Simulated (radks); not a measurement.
Spherical quantum dot in the effective-mass picture: electrons in a hard-walled sphere of radius 5.3, with a point charge +1 (a donor) at the centre, all in effective atomic units (hartree* = m*/eps^2 hartree, bohr* = eps/m* bohr), one dielectric constant everywhere. Method: non-relativistic Kohn-Sham, LDA (Slater exchange, Perdew-Wang correlation), spin-polarised, spherical densities; computed with a radial shooting solver with Libxc functionals. Levels are named by radial order and angular momentum (1s, 1p, 1d, 2s, ...), and open shells are averaged over m. Results are scaled to m* = 0.104 and eps = 8.8, for which hartree* = 36.54 meV and bohr* = 4.478 nm.

N = 29, configuration 1s2 1p6 1d10 2s(up 1, down 0) 1f(up 7, down 3). This is the lowest configuration that the search found. Occupied and some empty levels:

level,occupation,eigenvalue (meV),<r> (nm)
1s up,1,241.80,16.63
1s down,1,242.98,16.83
1p up,3,244.91,17.39
1p down,3,245.98,17.39
1d up,5,250.19,17.78
1d down,5,251.26,17.77
1f up,7,257.59,18.10
2s up,1,257.67,7.488
1f down,3,258.67,18.10
2s down,0,262.60,8.158
1g up,0,266.98,18.39
1g down,0,268.07,18.39
2p up,0,277.31,11.71
2p down,0,279.06,11.98
2d up,0,291.57,13.35
2d down,0,292.72,13.45

Energy (meV): total 3778.91, kinetic 813.15, external -303.44, Hartree 3634.5, exchange-correlation -365.32.

Electron density:

r (nm),n(r) (e/nm^3)
1.30,0.002086
2.48,0.001232
3.66,0.0007361
4.84,0.0004496
6.02,0.0002866
7.20,0.0002011
8.37,0.0001675
9.56,0.0001743
10.7,0.0002184
11.9,0.0003012
13.1,0.0004233
14.3,0.0005805
15.5,0.0007564
16.6,0.0009128
17.8,0.0009936
19.0,0.0009374
20.2,0.0007203
21.3,0.0003981
22.5,0.0001126
23.7,2.414e-07
